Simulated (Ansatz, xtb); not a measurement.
# C6H7NO2: which of two isomers lies lower

Structure I: `CC(/C=C/C=O)=N\C=O`, a singlet. Structure II: `C=C(/C=C\C=O)NC=O`, a singlet. Both are isolated molecules in the gas phase, relaxed with PBE-D3(BJ)/def2-SVP; each stands in its lowest conformer found.

**Question.** Estimate E(II) − E(I) at the level CCSD(T)/def2-SVP + ΔMP2/def2-TZVPP.

**Answer.** Calculated at CCSD(T)/def2-SVP + ΔMP2/def2-TZVPP: E(II) − E(I) = −19.6 kJ/mol, so structure II lies lower.

The same difference at several levels:

| level | geometry | E(II) − E(I) (kJ/mol) | departure from the last row (kJ/mol) | job, with rough time for the two |
| --- | --- | --- | --- | --- |
| GFN2-xTB | GFN2-xTB | −9.1 | +10.5 | optimisation, 0.94 s |
| HF/STO-3G | GFN2-xTB | −4.8 | +14.8 | single point, 2.8 s |
| r2SCAN-D4/def2-SVP | GFN2-xTB | −50.8 | −31.2 | single point, 18 s |
| PBE-D3(BJ)/def2-SVP | PBE-D3(BJ)/def2-SVP | −50.4 | −30.8 | optimisation, 2.5 min |
| HF/def2-SVP | PBE-D3(BJ)/def2-SVP | −13.8 | +5.9 | part of the CCSD(T) run |
| MP2/def2-SVP | PBE-D3(BJ)/def2-SVP | −22.2 | −2.6 | part of the CCSD(T) run |
| CCSD(T)/def2-SVP | PBE-D3(BJ)/def2-SVP | −18.5 | +1.1 | single point |
| CCSD(T)/def2-SVP + ΔMP2/def2-TZVPP | PBE-D3(BJ)/def2-SVP | −19.6 |  | single point, 13 min |

As drawn, II has 1 C=C, 1 C–N, 1 N–H in place of 1 C–C, 1 C=N, 1 C–H.

None of the levels shown reverses the order. The largest departure from CCSD(T)/def2-SVP + ΔMP2/def2-TZVPP is that of r2SCAN-D4/def2-SVP, 31.2 kJ/mol. The last row adds to CCSD(T) the change of the MP2 difference between the two basis sets, here −1.1 kJ/mol.

With thermal terms from frequencies at re-optimised GFN2-xTB minima (ideal gas, soft modes damped towards free rotors, one conformer each, 298.15 K, 1 atm): the zero-point term adds +4.9 kJ/mol; ΔH is −17.6 and ΔG −10.2 kJ/mol.

The correlated steps freeze 9 core orbitals. Run with Ansatz 0.2.0, xtb 6.7.1; the last row on 2 threads of AMD EPYC (Zen 3) on a shared host.
